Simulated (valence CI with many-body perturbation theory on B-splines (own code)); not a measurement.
# Pr XXXIX: calculated level list

Method: configuration interaction combined with many-body perturbation theory (CI+MBPT): three valence electrons over a frozen Dirac-Fock core [Ar], a basis of 7 s, 7 p, 8 d, 6 f, 4 g, 1 h functions for each j, with the one-electron correlation potential Σ1 (screened to all orders), the two-electron term Σ2, the three-electron term Σ3, Breit, model QED; selected single and double excitations, second order for the rest, scaled by the run's own slope (own B-spline code, finite nucleus).

No measured spectrum was set against this ion. As an estimate, large intervals hold to a few tenths of a per cent, small ones and those within an open d or f shell to about a per cent. Only levels of the ground parity were solved; by the run's estimate the other parity begins above the list, which can be wrong where configurations are misplaced.

Levels 1 to 19 of 19, with energies above the lowest level, (3d3/2^3) J=3/2. "Leading %" is the weight of the configuration and term that name the level; weights of strongly mixed levels are sums over their largest components and can fall short, so below about 35 % the name and the second component can differ from the true leading terms, or belong to a minority configuration. In the jj column 3d3/2^4 stands for four electrons in 3d with j = 3/2.

```csv
No.,Configuration,Term,J,E (cm⁻¹),Leading %,g,Leading jj
1,3d3,4F,3/2,0,57,0.638,3d3/2^3 (94 %)
2,3d3,4F,5/2,152130,87,1.045,3d3/2^2 3d5/2 (97 %)
3,3d3,4P,3/2,196760,40,1.233,3d3/2^2 3d5/2 (95 %)
4,3d3,4F,7/2,206480,49,1.080,3d3/2^2 3d5/2 (88 %)
5,3d3,2G,9/2,216390,43,1.073,3d3/2^2 3d5/2 (96 %)
6,3d3,4P,1/2,225250,62,1.896,3d3/2^2 3d5/2 (99 %)
7,3d3,4P,5/2,336720,62,1.393,3d3/2^2 3d5/2 (75 %)
8,3d3,4F,7/2,363600,50,1.064,3d3/2 3d5/2^2 (93 %)
9,3d3,4F,9/2,384490,53,1.132,3d3/2 3d5/2^2 (91 %)
10,3d3,4P,3/2,415900,42,1.141,3d3/2 3d5/2^2 (98 %)
11,3d3,2P,1/2,432170,62,1.428,3d3/2 3d5/2^2 (99 %)
12,3d3,2H,11/2,445590,100,1.084,3d3/2 3d5/2^2 (100 %)
13,3d3,2D,5/2,460830,68,1.168,3d3/2 3d5/2^2 (74 %)
14,3d3,2F,5/2,487440,49,1.099,3d3/2 3d5/2^2 (93 %)
15,3d3,2F,7/2,504440,86,1.106,3d3/2 3d5/2^2 (96 %)
16,3d3,2D,3/2,587090,47,1.080,3d3/2 3d5/2^2 (62 %)
17,3d3,2G,9/2,589780,55,1.128,3d5/2^3 (95 %)
18,3d3,2D,3/2,695940,77,0.940,3d5/2^3 (63 %)
19,3d3,2D,5/2,744040,66,1.149,3d5/2^3 (89 %)
```

The ionisation energy to 3d2 3F_2 of the next ion comes out as 2729.7 eV (NIST: 2729 ± 4 eV (theoretical)). All 19 levels together are meant to be complete up to 773800 cm⁻¹.
